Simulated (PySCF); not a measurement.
H3BeFOSi, singlet, geometry from GFN2-xTB (such geometries of metal compounds can be far from the true shape). Base run: PySCF with PBE0/cc-pVDZ.

The PySCF input:
```python
from pyscf import gto, scf, dft, solvent

mol = gto.M(
    atom='''
Be    0.607897    0.199153    1.187850
F     1.368338    0.427130    2.316873
O    -0.049722   -0.037683   -0.018912
Si   -0.810153   -0.246512   -1.434417
H    -2.224635   -0.422597   -1.105635
H    -0.225601   -1.434675   -2.056561
H    -0.556474    0.969135   -2.207914
''',
    basis='cc-pvdz',
    charge=0,
    spin=0,
    verbose=3,
)

mf = dft.RKS(mol)
mf.xc = 'pbe0'
mf.kernel()
```

Variants of this job, named by their change:

| change | ΔE vs base (kJ/mol) | dipole (D) | HOMO-LUMO gap (eV) |
|---|---|---|---|
| base | 0.00 | 1.54 | 8.80 |
| model = IEF-PCM; solvent = water; vdw_scale = 1.0 | -45.7 | 1.63 | 8.94 |
| model = IEF-PCM; solvent = water; vdw_scale = 1.1 | ? | ? | ? |
| model = IEF-PCM; solvent = acetonitrile | -17.67 | 1.60 | 8.88 |
| model = ddCOSMO; solvent = water | ? | ? | ? |
| model = IEF-PCM; solvent = water; r_probe = 0.5 | ? | 1.59 | ? |
| model = IEF-PCM; solvent = water; lebedev_order = 11 | -17.77 | 1.60 | 8.87 |
| model = C-PCM; solvent = water | -18.23 | 1.60 | 8.89 |
| model = SS(V)PE; solvent = water | -18.04 | 1.60 | 8.89 |
| model = IEF-PCM; solvent = water; vdw_scale = 1.4 | -8.66 | 1.59 | 8.85 |
| model = IEF-PCM; solvent = water | -18.11 | 1.60 | 8.89 |
| model = IEF-PCM; solvent = water; lebedev_order = 41 | -18.18 | 1.60 | 8.89 |

Q: Some entries are withheld; supply them.

A: 
- model = IEF-PCM; solvent = water; vdw_scale = 1.1, ΔE vs base (kJ/mol): -28.1
- model = IEF-PCM; solvent = water; vdw_scale = 1.1, dipole (D): 1.61
- model = IEF-PCM; solvent = water; vdw_scale = 1.1, HOMO-LUMO gap (eV): 8.91
- model = ddCOSMO; solvent = water, ΔE vs base (kJ/mol): -34.3
- model = ddCOSMO; solvent = water, dipole (D): 1.43
- model = ddCOSMO; solvent = water, HOMO-LUMO gap (eV): 8.96
- model = IEF-PCM; solvent = water; r_probe = 0.5, ΔE vs base (kJ/mol): -5.89
- model = IEF-PCM; solvent = water; r_probe = 0.5, HOMO-LUMO gap (eV): 8.83

The base is the gas phase, so ΔE is the electrostatic part of solvation at a fixed geometry, without cavity and dispersion terms.
